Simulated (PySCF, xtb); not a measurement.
H₃O₃P, SMILES OP(O)O. One conformer was computed; it need not be the lowest.

Harmonic wavenumbers (cm⁻¹) from GFN2-xTB (xtb 6.7.1) at its own minimum, in rising order: 236, 237, 248, 362, 363, 454, 767, 767, 812, 922, 922, 925, 3648, 3648, 3650.

Problem. What does B3LYP-D3(BJ)/def2-SVP (PySCF) give at its own minimum? (Estimate from the structure and the level; the computed values follow.)

Solution. 144, 144, 288, 368, 368, 462, 831, 839, 840, 973, 973, 1035, 3823, 3823, 3824. Paired by order, the mean absolute difference is 76 cm⁻¹ and the zero-point energies are 25.7 and 26.8 kcal/mol.
